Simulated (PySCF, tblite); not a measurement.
Isomers of C6H10O2Si, one GFN2-xTB conformer each. Single-point energies are computed at PBE0/pcSseg-1 (PySCF, gas phase, no added dispersion term), electronic only.

Problem. Rank them by PBE0/pcSseg-1 energy, lowest first (kcal/mol).
A. `O=C1[SiH2][C@@H]2CC[C@H]1OC2`
B. `[CH2:1]=[CH:2][C@@H:3]1[CH2:4][O:5][CH2:6][C:7](=[O:8])[SiH2:9]1` with C1–C2–C3–C4 -139°, C2–C3–C4–O5 -65°, C3–C4–O5–C6 -83°, C4–O5–C6–C7 65°, O5–C6–C7–O8 154°
C. `[O:1]=[CH:2][CH2:3][SiH2:4][O:5][C@:6]12[CH2:7][C@H:8]1[CH2:9]2` with O1–C2–C3–Si4 -92°, C2–C3–Si4–O5 -65°, C3–Si4–O5–C6 -177°, Si4–O5–C6–C7 114°
D. `[CH2:1]=[C:2]1[CH2:3][O:4][C@H:5]([CH:6]=[O:7])[CH2:8][SiH2:9]1` with O4–C5–C6–O7 -146°, C1–C2–C3–O4 127°, C2–C3–O4–C5 67°, C3–O4–C5–C6 59°, O4–C5–C8–Si9 55°
E. `[O:1]=[CH:2]/[CH:3]=[CH:4]/[C:5](=[O:6])[CH2:7][CH2:8][SiH3:9]` with O1–C2–C3–C4 180°, C3–C4–C5–O6 -158°, C4–C5–C7–C8 161°, C5–C7–C8–Si9 47°
F. `[CH3:1]/[CH:2]=[C:3]1\[CH2:4][O:5][CH2:6][C:7](=[O:8])[SiH2:9]1` with C2–C3–C4–O5 -178°, C3–C4–O5–C6 -74°, C4–O5–C6–C7 74°, O5–C6–C7–O8 179°
G. `[CH2:1]=[C:2]1[SiH2:3][O:4][C@H:5]([O:6][CH3:7])[C:8]1=[CH2:9]` with O4–C5–O6–C7 64°, C1–C2–Si3–O4 179°, C2–Si3–O4–C5 17°, Si3–O4–C5–O6 93°, O4–C5–C8–C9 -156°

Solution. A (0.0), G (3.5), E (10.9), F (14.2), D (14.6), B (18.9), C (25.7).

As drawn, the highest has a three-membered ring and an Si–O bond, which the lowest lacks. Neighbours under 2.5 kcal/mol apart (C/C=C1\COCC(=O)[SiH2]1 and C=C1CO[C@H](C=O)C[SiH2]1) can change places with a better method, another conformer or zero-point energy. GFN2-xTB itself gives, in the same order: 8.4, 0.0, 38.1, 30.6, 36.9, 37.8, 23.8. GFN2-xTB puts C=C1[SiH2]O[C@H](OC)C1=C lowest instead; measured from each level's own lowest isomer, the values differ by up to 27.2 kcal/mol (O=C/C=C/C(=O)CC[SiH3]: 38.1 against 10.9).

Problem. Which frontier levels, dipoles and rotational constants go with these structures?

Solution. 
```
                      SMILES  HOMO (eV, PBE0/pcSseg-1)  LUMO (eV)  dipole (D)       A, B, C (MHz)
O=C1[SiH2][C@@H]2CC[C@H]1OC2                     -6.50      -1.17        3.52    1955, 1552, 1317
    C=C1[SiH2]O[C@H](OC)C1=C                     -6.89      -1.40        0.46   2012, 1274, 894.3
       O=C/C=C/C(=O)CC[SiH3]                     -7.88      -3.15        1.29  4755, 490.3, 459.4
      C/C=C1\COCC(=O)[SiH2]1                     -6.54      -1.31        3.33  2347, 959.3, 809.2
    C=C1CO[C@H](C=O)C[SiH2]1                     -7.31      -1.13        1.52   2195, 1155, 948.1
   C=C[C@@H]1COCC(=O)[SiH2]1                     -6.68      -1.41        2.73   2257, 1041, 826.7
  O=CC[SiH2]O[C@]12C[C@H]1C2                     -6.85      -0.72        3.21  3508, 648.0, 628.5
```

Problem. What happens when harmonic zero-point energies from GFN2-xTB frequencies are added?

Solution. 
| SMILES | ZPE (kcal/mol) | electronic (kcal/mol) | with ZPE (kcal/mol) |
| --- | --- | --- | --- |
| O=C1[SiH2][C@@H]2CC[C@H]1OC2 | 92.7 | 0.0 | 0.0 |
| C=C1[SiH2]O[C@H](OC)C1=C | 89.5 | 3.5 | 0.2 |
| O=C/C=C/C(=O)CC[SiH3] | 87.2 | 10.9 | 5.3 |
| C/C=C1\COCC(=O)[SiH2]1 | 89.7 | 14.2 | 11.2 |
| C=C1CO[C@H](C=O)C[SiH2]1 | 89.6 | 14.6 | 11.4 |
| C=C[C@@H]1COCC(=O)[SiH2]1 | 89.7 | 18.9 | 15.9 |
| O=CC[SiH2]O[C@]12C[C@H]1C2 | 89.2 | 25.7 | 22.2 |

The zero-point energies span 5.5 kcal/mol. The order is unchanged.

Problem. As an exercise, what shares would exp(−E/RT) give at 500 K from these electronic energies alone (no entropy, no degeneracies)?

Solution. RT = 0.994 kcal/mol: O=C1[SiH2][C@@H]2CC[C@H]1OC2 97.0 %, C=C1[SiH2]O[C@H](OC)C1=C 3.0 %, O=C/C=C/C(=O)CC[SiH3] under 0.1 %, C/C=C1\COCC(=O)[SiH2]1 under 0.1 %, C=C1CO[C@H](C=O)C[SiH2]1 under 0.1 %, C=C[C@@H]1COCC(=O)[SiH2]1 under 0.1 %, O=CC[SiH2]O[C@]12C[C@H]1C2 under 0.1 %.
